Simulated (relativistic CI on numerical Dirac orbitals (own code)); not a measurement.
# Sensitivity of the levels of Au XI to α and to the nuclear radius

Calculated at this level of theory: Dirac-Coulomb-Breit CI, separate exchange-only KLI orbitals for each configuration, derivatives by finite differences, unscaled Slater integrals, QED left out (own radial code, finite nucleus).

Configuration list (outside the closed core [Kr] 4d10 4f14): 5s²5p⁶5d, 5s²5p⁶6s, 5s²5p⁶5f, 5s²5p⁵5d², 5s²5p⁶6p, 5s5p⁶5d², 5s²5p⁶6d. Double excitations out of closed p, d and f shells are left out; levels of such configurations are missing from the list, as are those of other unlisted configurations, and high levels can miss mixing partners.

With x = (α/α₀)² − 1 an excitation energy changes as ω = ω₀ + qx; K = 2q/ω₀ is the relative enhancement. Terms are leading LS components, so labels can repeat. The field-shift factor is F = δν/δ⟨r²⟩ for the transition from the lowest level.

Lowest level 5s²5p⁶5d ²D3/2.

```tsv
Level	ω₀ (cm⁻¹)	q (cm⁻¹)	K	F (GHz/fm²)
5s²5p⁶5d ²D5/2	21545	20760	1.93	1.63
5s²5p⁶6s ²S1/2	287323	-86540	-0.602	196
5s²5p⁶6p ²P°1/2	401403	-70280	-0.35	34
5s²5p⁵5d² ⁴D°1/2	432747	19140	0.0885	11.7
5s²5p⁵5d² ⁴D°3/2	435407	17910	0.0822	11.9
5s²5p⁵5d² ⁴D°5/2	444839	22360	0.101	12.5
5s²5p⁶6p ²P°3/2	446525	-13840	-0.062	23.4
5s²5p⁵5d² ⁴G°7/2	454110	20030	0.0882	12.5
5s²5p⁵5d² ²F°5/2	454303	27580	0.121	13.2
5s²5p⁵5d² ⁴D°7/2	461024	34590	0.15	13
5s²5p⁵5d² ⁴G°9/2	463733	34600	0.149	13.7
5s²5p⁵5d² ⁴P°5/2	469237	35610	0.152	13.8
5s²5p⁵5d² ⁴P°3/2	469426	30350	0.129	13
```

At this charge transitions that keep the count of f electrons are usually good to a few per cent. Terms inside the open d or f shell come out 10 to 20 % too wide with unscaled integrals. Levels and lines within the n = 5 or 6 shells can be off by up to 10 % or somewhat more, and those that change n by about 2 %, since core polarisation is missing. Levels that differ in their count of f electrons can be misplaced by several ten thousand cm⁻¹, since the correlation energy of f electrons is missing or only estimated; rates across such gaps can be off by orders of magnitude.
